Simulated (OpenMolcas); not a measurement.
# Cr3+ in a point-charge field

Cr3+ among 6 point charges of -1.76 e arranged as a tetragonal octahedron (D4h), 2.14 Å from the ion, with the axial distance 2.354 Å.

| Quantity | Value |
| --- | --- |
| Program | OpenMolcas 26.06 |
| Method | SS-CASPT2, IPEA 0.25 Eh, imaginary shift 0.1 Eh (closed shells correlated: 3s 3p) |
| Basis | ANO-RCC-VDZP [5s4p2d1f] |
| Scalar Hamiltonian | DKH2, point nucleus |
| Active space | 3 electrons in 5 orbitals (3d) |
| State averaging | 2S+1 = 4 even, 10 roots; 2S+1 = 2 even, 40 roots |
| Spin-orbit coupling | state interaction with AMFI integrals over the reference wave functions |

The lowest spin-free states (labels of D4, the rotations of D4h), above the lowest:

| State | Degeneracy | E (cm-1) | Free-ion L (%) |
| --- | --- | --- | --- |
| 4B1 | 1 | 0 | F (100) |
| 4E | 2 | 2200 | F (100) |
| 4B2 | 1 | 3480 | F (100) |
| 4A2 | 1 | 4530 | F (97) |
| 4E | 2 | 5250 | F (100) |
| 2A1 | 1 | 16350 | G (86) |
| 4A2 | 1 | 16410 | P (97) |
| 2B1 | 1 | 16830 | G (87) |
| 2E | 2 | 16870 | G (87) |
| 2A2 | 1 | 17410 | G (82) |
| 2A1 | 1 | 17590 | G (98) |
| 2B2 | 1 | 18560 | G (96) |
| 4E | 2 | 18710 | P (100) |
| 2E | 2 | 18720 | G (94) |
| 2E | 2 | 21840 | H (61) |
| 2B2 | 1 | 22220 | H (78) |
| 2A2 | 1 | 22730 | H (82) |
| 2B1 | 1 | 23310 | H (67) |
| 2E | 2 | 23370 | H (48) |
| 2A2 | 1 | 23860 | P (77) |

The lowest levels with spin-orbit coupling:

```csv
E (cm-1),Degeneracy,Label,2S+1,g
0,2,E3/2,4,1.76 3.29 3.29
14,2,E1/2,4,0.01 0.01 5.29
2050,2,E3/2,4,1.20 1.20 2.49
2220,2,E3/2,4,0.97 1.88 1.88
2330,2,E1/2,4,1.34 1.34 3.55
2420,2,E1/2,4,1.78 1.78 7.02
3460,2,E3/2,4,2.22 3.08 3.08
3540,2,E1/2,4,0.03 0.03 6.65
4520,2,E1/2,4,1.79 3.13 3.13
4540,2,E3/2,4,0.22 0.22 5.40
5280,2,E3/2,4,2.27 2.27 4.94
5410,2,E3/2,4,0.97 2.94 2.94
5410,2,E1/2,4,1.01 3.29 3.29
5520,2,E1/2,4,3.66 4.63 4.63
16350,2,E1/2,2,0.09 0.09 0.99
16440,2,E3/2,4,0.01 0.01 5.95
16450,2,E1/2,4,1.98 3.79 3.79
16720,2,E3/2,2,0.86 2.40 2.40
17000,2,E1/2,2,0.25 0.91 0.91
17060,2,E3/2,2,0.95 4.28 4.28
```

Powder χT (cm3 K/mol): 0.876 at 2 K, 1.18 at 10 K, 1.35 at 50 K, 1.4 at 100 K, 1.48 at 200 K, 1.56 at 300 K. The effective moment at 300 K is 2.828 √(χT) = 3.53 μB.

The lowest level has 2S+1 = 4, for which the spin-only value is χT = S(S+1) / 2 = 1.875 cm3 K/mol (g = 2). The computed 1.561 at 300 K differs by -0.314, through orbital momentum, spin-orbit coupling and any other state in reach.

Free-ion shares, where given, are those of the reference states; single-state CASPT2 does not remix them. This is an electrostatic model: the charges have no orbitals. No measured value stands beside these numbers.
